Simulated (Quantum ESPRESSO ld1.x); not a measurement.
Q: Cl V, 13 electrons, occupied as [Ne] 3s2 3p0.75 4p0.25 (fractional occupations, a model configuration). All-electron calculation, non-relativistic Kohn-Sham, LDA (Slater exchange, VWN5 correlation), spin-polarised, spherical densities, point nucleus; open shells are filled with parallel spins first. Program: ld1.x of Quantum ESPRESSO 7.5. Some entries of the table are withheld. Estimate them.

orbital  occ.  eigenvalue (hartree)  r(max) (bohr)
1s up       1              -102.915        0.06007
1s down     1              -102.907        0.06007
2s up       1              -11.6195         0.3640
2s down     1              -11.6098         0.3640
2p up       3              -9.48626         0.3010
2p down     3              -9.47434         0.3011
3s up       1              -2.78506          1.201
3s down     1              -2.73390          1.201
3p up    0.75                   (1)          1.258
3p down     0                   (2)          1.259
3d up       0              -1.53598          1.307
3d down     0              -1.49001          1.309
4s up       0              -1.12952          2.849
4s down     0              -1.10053          2.866
4p up    0.25                   (3)          3.108
4p down     0                   (4)          3.135

A: 
(1) 3p up eigenvalue (hartree): -2.27219
(2) 3p down eigenvalue (hartree): -2.22234
(3) 4p up eigenvalue (hartree): -0.96927
(4) 4p down eigenvalue (hartree): -0.94255
